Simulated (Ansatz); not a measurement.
Input file for Ansatz (a first-principles code): R-wB97X-V/def2-TZVPP on FGeH3O (SMILES [OH][GeH2][F]), a point of a torsion scan.

Ansatz 0.2 input:
```yaml
crystal:
  periodic: [false, false, false]
  atoms:
    - {symbol: O, position_ang: [1.21569947, -0.07403532, -0.48156765]}
    - {symbol: Ge, position_ang: [-0.38990560, -0.05232978, 0.13441362]}
    - {symbol: F, position_ang: [-1.26935040, -0.48936297, -1.27466567]}
    - {symbol: H, position_ang: [1.95768033, 0.13346582, 0.07995845]}
    - {symbol: H, position_ang: [-0.86038971, 1.32924366, 0.47281339]}
    - {symbol: H, position_ang: [-0.64912124, -1.15766807, 1.11216371]}
basis:
  gaussian:
    orbitals: def2-TZVPP
hamiltonian:
  xc: {name: wB97X-V}
scf: {lower_state_search: off}
```

Program output:

```
WARN ansatz: RAYON_NUM_THREADS=1 ignored (pool sized by the plan → 1); use --threads N
Functional definition: wB97X-V
these checks for a lower state are left out or cut short: stability, starts, cluster_reference, orbital_swaps, neighbouring_geometries, increment
integrals: 0.08 GiB planned
873 factors; their error is unknown
integrals: 0.12 GiB planned
179 factors; integrals over basis functions are off by at most 5.9e-6 eV
mean field: 0.74 GiB planned
mean field evaluation 1: about -61322.5368 eV, gradient 5.9e1 eV
mean field evaluation 2: about -61320.4050 eV, gradient 7.3e1 eV
mean field evaluation 4: about -61327.6780 eV, gradient 7.2e-1 eV
mean field evaluation 8: about -61327.8689 eV, gradient 2.9e-2 eV
mean field evaluation 16: about -61327.8689 eV, gradient 3.8e-6 eV
mean field -61327.86892110 eV, -2253.7576133279 hartree, gradient 3.8e-6 eV, S^2 0.000000; 0 other end points of the search recorded, 0 dependent functions left out
reference -61327.86891964 eV, -2253.7576132741 hartree; 26, 26 occupied and 126, 126 virtual orbitals, 873 factors
Total energy: -61327.86891964 eV, -2253.7576132741 hartree
Checks for a lower state left out: stability, starts, cluster_reference, orbital_swaps, neighbouring_geometries, increment
```

Self-consistency was reached.

Cost: around 2.5 core-seconds (rough).
